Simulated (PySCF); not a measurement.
# C⁵⁺ (carbon, charge +5) across methods

1s1, 2S determinant. All numbers are calculated (PySCF 2.14, no relativity, point nucleus, in an uncontracted even-tempered set (15 s from 1.2 bohr⁻², ratio 2.2; 7 p from 1.9 bohr⁻², ratio 2.4; 4 d from 5.8 bohr⁻², ratio 2.4; 3 f from 8.8 bohr⁻², ratio 2.4; 3 g from 13 bohr⁻², ratio 2.4)).

```
 method  E (hartree)  mean ε 1s α (eV)  Σ⟨r²⟩ (bohr²)   ⟨S²⟩
   PBE0     -17.9771           -461.38        0.08413  0.750
    LDA     -17.7775           -447.76        0.08523  0.750
    UHF    -17.99999           -489.80        0.08333  0.750
r2SCAN0     -18.0001           -464.51        0.08365  0.750
 r2SCAN     -18.0001           -456.08        0.08376  0.750
    PBE     -17.9676           -451.84        0.08442  0.750
```

For one electron the Hartree and exchange-correlation energies should cancel; what remains is the self-interaction error.
